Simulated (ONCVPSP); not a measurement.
**Sn, ONCV: configuration errors across variants**

- Element: Sn
- Generator: ONCVPSP 4.0.1
- Type: optimised norm-conserving Vanderbilt (ONCV)
- Functional: PBEsol
- Relativity: scalar-relativistic
- Frozen core: [Kr]
- Valence charge: 14
- Reference configuration: 4d10 5s2 5p2
- Partial waves: 5s: rc 2.15 bohr, ncon 4, nbas 7, qcut 2.7 1/bohr, 2 projectors, debl 0.5 Ha; 5p: rc 1.90 bohr, ncon 4, nbas 7, qcut 3.9 1/bohr, 3 projectors, debl 1.3 Ha; 4d: rc 1.30 bohr, ncon 4, nbas 8, qcut 11.3 1/bohr, 2 projectors, debl 1.7 Ha
- Local potential: polynomial inside 0.90 bohr (lpopt 4, dvloc0 -1 Ha)
- Core correction: none

All-electron excitation energies from the reference (eV): (1) 4d10 5s2 5p1 6.898; (2) 4d10 5s2 5p0 20.870; (3) 4d10 5s1 5p0 51.886; (4) 4d10 5s1 5p2 14.586.

2 further variants failed, have other tests or too few solved ones, and are left out.

A true bound ghost makes a file unfit for plane-wave use even where its test errors are small: the radial tests pick states by their node count and pass the ghost by.

Errors AE − PS in meV (a dash: test not solved or not reliable):

```
    change   (1)  (2)   (3)   (4)  bound ghosts  GHOST(+) flags above zero
      base  -2.6  -10   -13  -3.6          s, p                          p
 p: rc 2.1  -2.8  -11   -11  -3.9          s, p                          p
 p: rc 2.2  -2.8  -11  -9.7  -3.8          s, p                          p
p: rc 2.54  -2.8  -11   -13  -3.0             s                          p
 p: rc 2.8  -3.2  -15   -23  -1.4             s                          p
```

Question: Give the same row for: p: rc 1.8.

Answer: -2.4, -9.4, -13, -3.3; bound ghosts: s, p; GHOST(+) flags above zero: p.
